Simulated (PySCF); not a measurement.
## Converging GeSe in the basis (PBE0)

PySCF, UKS reference; singlet, unpaired electrons none; De to Ge + Se without counterpoise correction.

```csv
basis,relativity,functions,Re (Å),ωe (cm⁻¹),De (eV),μ (D)
cc-pVDZ-PP,scalar-relativistic core potentials,46,2.148,413,4.99,-1.94
cc-pVTZ-PP,scalar-relativistic core potentials,78,2.138,412,5.05,-1.92
x2c-TZVPPall,spin-free X2C,96,2.135,415,5.08,-1.93
def2-TZVPPD,no relativity,111,2.140,416,5.14,-1.89
```

Problem. How does each smaller set differ from the one with most functions, def2-TZVPPD?

Solution. cc-pVDZ-PP: +0.8 pm, -0.7 % in ωe, -0.15 eV in De; cc-pVTZ-PP: -0.2 pm, -1.0 % in ωe, -0.09 eV in De; x2c-TZVPPall: -0.5 pm, -0.2 % in ωe, -0.06 eV in De. All at PBE0; the set with most functions is neither the basis-set limit nor always the best. The rows treat relativity differently, so the differences are not basis effects alone.

A positive dipole means Ge(−)Se(+). Measured (Huber and Herzberg, Constants of Diatomic Molecules (1979)): Re = 2.134629 Å, ωe = 408.7 cm⁻¹.
